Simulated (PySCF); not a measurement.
An equivalent PySCF input for B (boron, neutral), [He] 2s2 2p1, 2P determinant, with the spin-free X2C one-electron Hamiltonian (Gaussian nucleus):

```python
from pyscf import gto, scf, dft, mp, cc
import basis_set_exchange as bse
mol = gto.M(atom="B 0 0 0", charge=0, spin=1, symmetry="D2h",
            basis=gto.basis.parse(bse.get_basis("aug-cc-pCVTZ-DK", elements=["B"], fmt="nwchem", header=False, augment_diffuse=1)),
            nucmod="G")
mf = dft.UKS(mol, xc="PBE_R,PBE").sfx2c1e()
mf.irrep_nelec = {'Ag': (2, 2), 'B2u': (1, 0)}
mf.kernel()
```

It reaches the same state as the run whose output follows, with an energy that differs only through the grid. The run itself started from symmetry-adapted Hartree-Fock orbitals and held the occupation by maximum overlap, on a logarithmic radial grid, so the iterations belong to that start.

```
SCF conv_tol = 1e-09
number electrons alpha = 3  beta = 2
XC functionals = PBE_R,PBE
    Y. Zhang and W. Yang.,  Phys. Rev. Lett. 80, 890 (1998)
    J. P. Perdew, K. Burke, and M. Ernzerhof.,  Phys. Rev. Lett. 77, 3865 (1996)
    J. P. Perdew, K. Burke, and M. Ernzerhof.,  Phys. Rev. Lett. 78, 1396 (1997)
cycle= 1 E= -24.6608469473789  delta_E= -0.00392  |g|= 0.00828  |ddm|= 0.291
cycle= 2 E= -24.6609000443785  delta_E= -5.31e-05  |g|= 0.00222  |ddm|= 0.0292
cycle= 3 E= -24.6609043773376  delta_E= -4.33e-06  |g|= 0.00106  |ddm|= 0.0138
cycle= 4 E= -24.6609053795834  delta_E= -1e-06  |g|= 5.33e-05  |ddm|= 0.00462
cycle= 5 E= -24.6609053819917  delta_E= -2.41e-09  |g|= 2.43e-06  |ddm|= 0.000194
cycle= 6 E= -24.660905381999  delta_E= -7.32e-12  |g|= 3.8e-07  |ddm|= 1.43e-05
converged SCF energy = -24.660905381999  <S^2> = 0.75366063  2S+1 = 2.0036573
```
